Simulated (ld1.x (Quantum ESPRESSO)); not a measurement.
**An all-electron radial function and its pseudo partner (gadolinium (Gd))**

Columns: radius, all-electron u(r) and pseudo u(r) of the 5d shell (level -5.37 eV) of gadolinium in the configuration [Kr] 4d10 4f7 5s2 5p6 5d1 6s1.5 6p0; PBEsol, scalar-relativistic, TM scheme, ld1.x (Quantum ESPRESSO) 7.5.

```csv
r (bohr),all-electron,pseudo
0.103,0.1544,0.0006
0.205,0.1090,0.0045
0.308,-0.1041,0.0150
0.410,-0.2460,0.0341
0.513,-0.2678,0.0636
0.615,-0.2016,0.1035
0.718,-0.0891,0.1535
0.820,0.0369,0.2110
0.923,0.1608,0.2744
1.025,0.2712,0.3391
1.128,0.3668,0.4031
1.230,0.4449,0.4620
1.332,0.5072,0.5139
1.435,0.5557,0.5576
1.538,0.5915,0.5917
1.640,0.6163,0.6162
1.743,0.6324,0.6323
1.845,0.6408,0.6408
1.948,0.6433,0.6433
2.050,0.6409,0.6409
2.153,0.6346,0.6346
2.255,0.6253,0.6253
2.358,0.6135,0.6135
2.460,0.6001,0.6001
2.562,0.5854,0.5854
2.665,0.5696,0.5696
```

**Question.** How many radial nodes do the two functions have?

**Answer.** The all-electron 5d function has n − l − 1 = 2; the pseudo-wave has 0, since the states of the same l below it are removed with the core.

**Question.** At about which radius was the pseudo-wave matched?

**Answer.** 2.05 bohr. The columns agree to 0.0005 from 1.54 bohr on; several derivatives are matched, so the curves merge somewhat inside the radius.

**Question.** Is the pseudo-wave norm-conserving?

**Answer.** Yes: the TM scheme keeps the norm inside the radius equal to the all-electron one, which fixes the energy derivative of the logarithmic derivative at the level.
